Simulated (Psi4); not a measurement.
C2H9NSi2, singlet, at a GFN2-xTB geometry, atoms displaced at random by about 0.03 Å a coordinate; Psi4 with B3LYP/STO-3G, gradient.

The Psi4 input:
```
memory 2 GB

molecule mol {
0 1
  Si    0.727252    0.491234    0.489725
  N     0.332450   -1.093110   -0.027316
  C     1.245474   -2.199030    0.153669
  C    -0.846730   -1.520119   -0.736159
  H     0.747483   -2.959309    0.859768
  H     1.490563   -2.641399   -0.775428
  H     2.133275   -1.858036    0.691843
  H    -0.564888   -1.964735   -1.713349
  H    -1.402150   -2.301675   -0.105980
  H    -1.528007   -0.657092   -0.898252
  Si   -0.854411    1.983982   -0.109434
  H    -1.229773    2.612837    1.245761
  H    -2.167835    1.900990   -0.699740
  H    -0.130722    3.049570   -0.825668
symmetry c1
no_reorient
no_com
}

set basis sto-3g
set reference rks

gradient('b3lyp')
print_variables()
```

What the program printed (banner, timings and long lists left out):

```
gradient() will perform analytic gradient computation.

   => Loading Basis Set <=

    Name: STO-3G
    Role: ORBITAL
    Keyword: BASIS

         ---------------------------------------------------------
                                   SCF
               by Justin Turney, Rob Parrish, Andy Simmonett
                          and Daniel G. A. Smith
                              RKS Reference
         ---------------------------------------------------------

  ==> Geometry <==

    Molecular point group: c1
    Full point group: C1

    Geometry (in Angstrom), charge = 0, multiplicity = 1:

       Center              X                  Y                   Z               Mass
    ------------   -----------------  -----------------  -----------------  -----------------
         SI           0.727252000000     0.491234000000     0.489725000000    27.976926534650
         N            0.332450000000    -1.093110000000    -0.027316000000    14.003074004430
         C            1.245474000000    -2.199030000000     0.153669000000    12.000000000000
         C           -0.846730000000    -1.520119000000    -0.736159000000    12.000000000000
         H            0.747483000000    -2.959309000000     0.859768000000     1.007825032230
         H            1.490563000000    -2.641399000000    -0.775428000000     1.007825032230
         H            2.133275000000    -1.858036000000     0.691843000000     1.007825032230
         H           -0.564888000000    -1.964735000000    -1.713349000000     1.007825032230
         H           -1.402150000000    -2.301675000000    -0.105980000000     1.007825032230
         H           -1.528007000000    -0.657092000000    -0.898252000000     1.007825032230
         SI          -0.854411000000     1.983982000000    -0.109434000000    27.976926534650
         H           -1.229773000000     2.612837000000     1.245761000000     1.007825032230
         H           -2.167835000000     1.900990000000    -0.699740000000     1.007825032230
         H           -0.130722000000     3.049570000000    -0.825668000000     1.007825032230

  Running in c1 symmetry.

  Rotational constants: A =      0.21199  B =      0.05627  C =      0.04601 [cm^-1]
  Rotational constants: A =   6355.27524  B =   1686.80585  C =   1379.25392 [MHz]
  Nuclear repulsion =  277.739257776417844

  Charge       = 0
  Multiplicity = 1
  Electrons    = 56
  Nalpha       = 28
  Nbeta        = 28

  ==> Algorithm <==

  SCF Algorithm Type is DF.
  DIIS enabled.
  MOM disabled.
  Fractional occupation disabled.
  Guess Type is SAD.
  Energy threshold   = 1.00e-08
  Density threshold  = 1.00e-08
  Integral threshold = 1.00e-12

  ==> Primary Basis <==

  Basis Set: STO-3G
    Blend: STO-3G
    Number of shells: 28
    Number of basis functions: 42
    Number of Cartesian functions: 42
    Spherical Harmonics?: true
    Max angular momentum: 1

  ==> DFT Potential <==

   => LibXC <=

    Version 7.1.2
    S. Lehtola, C. Steigemann, M. J. T. Oliveira, and M. A. L. Marques,  SoftwareX 7, 1–5 (2018) (10.1016/j.softx.2017.11.002)

   => Composite Functional: B3LYP <=

    B3LYP Hyb-GGA Exchange-Correlation Functional

    P. J. Stephens, F. J. Devlin, C. F. Chabalowski, and M. J. Frisch,  J. Phys. Chem. 98, 11623 (1994) (10.1021/j100096a001)

    Deriv               =              1
    GGA                 =           TRUE
    Meta                =          FALSE

    Exchange Hybrid     =           TRUE
    MP2 Hybrid          =          FALSE

   => Exchange Functionals <=

    0.0800   Slater exchange
    0.7200         Becke 88

   => Exact (HF) Exchange <=

    0.2000               HF

   => Correlation Functionals <=

    0.1900   Vosko, Wilk & Nusair (VWN5_RPA)
    0.8100   Lee, Yang & Parr

   => LibXC Density Thresholds  <==

    XC_HYB_GGA_XC_B3LYP:  1.00E-15

   => Molecular Quadrature <=

    Radial Scheme          =       TREUTLER
    Pruning Scheme         =           NONE
    Nuclear Scheme         =       TREUTLER

    Blocking Scheme        =         OCTREE
    BS radius alpha        =              1
    Pruning alpha          =              1
    Radial Points          =             75
    Spherical Points       =            302
    Total Points           =         295515
    Total Blocks           =           2223
    Max Points             =            256
    Max Functions          =             39
    Weights Tolerance      =       1.00E-15

   => Loading Basis Set <=

    Name: (STO-3G AUX)
    Role: JKFIT
    Keyword: DF_BASIS_SCF

  ==> Integral Setup <==

  SCF_SUBTYPE=INCORE selected. In-core MEM_DF algorithm will be used.
  Using in-core AOs.

  ==> MemDFJK: Density-Fitted J/K Matrices <==

    J tasked:                   Yes
    K tasked:                   Yes
    wK tasked:                   No
    Algorithm:                 Core
    Schwarz Cutoff:           1E-12
    Mask sparsity (%):       4.0816
    Fitting Condition:        1E-10

   => Auxiliary Basis Set <=

  Basis Set: (STO-3G AUX)
    Blend: DEF2-UNIVERSAL-JKFIT
    Number of shells: 205
    Number of basis functions: 645
    Number of Cartesian functions: 761
    Spherical Harmonics?: true
    Max angular momentum: 4

  Minimum eigenvalue in the overlap matrix is 2.2154942977E-01.
  Reciprocal condition number of the overlap matrix is 9.0703302140E-02.
    Using symmetric orthogonalization.

  ==> Pre-Iterations <==

  SCF Guess: Superposition of Atomic Densities via on-the-fly atomic UHF (no occupation information).

   -------------------------
    Irrep   Nso     Nmo
   -------------------------
     A         42      42
   -------------------------
    Total      42      42
   -------------------------

  ==> Iterations <==

                           Total Energy        Delta E     RMS |[F,P]|

   @DF-RKS iter SAD:  -703.99135209287863   -7.03991e+02   0.00000e+00
   @DF-RKS iter   1:  -706.90801459961517   -2.91666e+00   5.28839e-03 ADIIS/DIIS
[...]
  @DF-RKS Final Energy:  -706.94381909929439
    Total Energy =                       -706.9438190992943873
[...]
 Dipole Y            :         -0.7495903           -0.2503679           -0.9999583
 Dipole Z            :          0.8769577           -1.1019428           -0.2249851
 Magnitude           :                                                    1.0364715

 ------------------------------------------------------------------------------------

         ------------------------------------------------------------
                                   SCF GRAD
                          Rob Parrish, Justin Turney,
                       Andy Simmonett, and Alex Sokolov
         ------------------------------------------------------------

  ==> Geometry <==

    Molecular point group: c1
    Full point group: C1

    Geometry (in Angstrom), charge = 0, multiplicity = 1:

       Center              X                  Y                   Z               Mass
    ------------   -----------------  -----------------  -----------------  -----------------
         SI           0.727252000000     0.491234000000     0.489725000000    27.976926534650
         N            0.332450000000    -1.093110000000    -0.027316000000    14.003074004430
         C            1.245474000000    -2.199030000000     0.153669000000    12.000000000000
         C           -0.846730000000    -1.520119000000    -0.736159000000    12.000000000000
         H            0.747483000000    -2.959309000000     0.859768000000     1.007825032230
         H            1.490563000000    -2.641399000000    -0.775428000000     1.007825032230
         H            2.133275000000    -1.858036000000     0.691843000000     1.007825032230
         H           -0.564888000000    -1.964735000000    -1.713349000000     1.007825032230
         H           -1.402150000000    -2.301675000000    -0.105980000000     1.007825032230
         H           -1.528007000000    -0.657092000000    -0.898252000000     1.007825032230
         SI          -0.854411000000     1.983982000000    -0.109434000000    27.976926534650
         H           -1.229773000000     2.612837000000     1.245761000000     1.007825032230
         H           -2.167835000000     1.900990000000    -0.699740000000     1.007825032230
         H           -0.130722000000     3.049570000000    -0.825668000000     1.007825032230

  Nuclear repulsion =  277.739257776417844

  ==> Basis Set <==

  Basis Set: STO-3G
    Blend: STO-3G
    Number of shells: 28
    Number of basis functions: 42
    Number of Cartesian functions: 42
    Spherical Harmonics?: true
    Max angular momentum: 1

  ==> DFJKGrad: Density-Fitted SCF Gradients <==

    Gradient:                    1
    J tasked:                  Yes
    K tasked:                  Yes
    wK tasked:                  No
    Integrals threads:           1
    Schwarz Cutoff:          1E-12
    Fitting Condition:       1E-10

   => Auxiliary Basis Set <=

  Basis Set: (STO-3G AUX)
    Blend: DEF2-UNIVERSAL-JKFIT
    Number of shells: 205
    Number of basis functions: 645
    Number of Cartesian functions: 761
    Spherical Harmonics?: true
    Max angular momentum: 4

  ==> DFT Potential <==

   => LibXC <=

    Version 7.1.2
    S. Lehtola, C. Steigemann, M. J. T. Oliveira, and M. A. L. Marques,  SoftwareX 7, 1–5 (2018) (10.1016/j.softx.2017.11.002)

   => Composite Functional: B3LYP <=

    B3LYP Hyb-GGA Exchange-Correlation Functional

    P. J. Stephens, F. J. Devlin, C. F. Chabalowski, and M. J. Frisch,  J. Phys. Chem. 98, 11623 (1994) (10.1021/j100096a001)

    Deriv               =              1
    GGA                 =           TRUE
    Meta                =          FALSE

    Exchange Hybrid     =           TRUE
    MP2 Hybrid          =          FALSE

   => Exchange Functionals <=

    0.0800   Slater exchange
    0.7200         Becke 88

   => Exact (HF) Exchange <=

    0.2000               HF

   => Correlation Functionals <=

    0.1900   Vosko, Wilk & Nusair (VWN5_RPA)
    0.8100   Lee, Yang & Parr

   => LibXC Density Thresholds  <==

    XC_HYB_GGA_XC_B3LYP:  1.00E-15

   => Molecular Quadrature <=

    Radial Scheme          =       TREUTLER
    Pruning Scheme         =           NONE
    Nuclear Scheme         =       TREUTLER

    Blocking Scheme        =         OCTREE
    BS radius alpha        =              1
    Pruning alpha          =              1
    Radial Points          =             75
    Spherical Points       =            302
    Total Points           =         295515
    Total Blocks           =           2223
    Max Points             =            256
    Max Functions          =             39
    Weights Tolerance      =       1.00E-15

  -Total Gradient:
     Atom            X                  Y                   Z
    ------   -----------------  -----------------  -----------------
       1       -0.037153098030     0.003745528673    -0.017277619575
       2        0.004090291178    -0.049495130783    -0.000572489357
       3        0.011487869436     0.022618763755    -0.072244095699
       4        0.046599076440     0.024658896940     0.002388603034
       5       -0.014330084319    -0.008954894306     0.023656950417
       6       -0.012923099032     0.022897407412     0.034051860254
       7       -0.011108446227    -0.003356751378     0.002118390927
       8        0.006644246678     0.002498180758     0.000471985792
       9       -0.008418316485    -0.014143373639     0.020028285727
      10       -0.002850963405     0.006305497470     0.001392341565
      11        0.021273450286    -0.032985566912    -0.029265865154
      12       -0.012471923520     0.012635035994     0.031456520106
      13        0.001859202575     0.005787929523     0.008574806279
      14        0.007252380822     0.007714995743    -0.004829129669

  Variable Map:
  ----------------------------------------------------------------------------
[...]
  Array Variable Map:
  ----------------------------------------------------------------------------
[...]
[...]
```
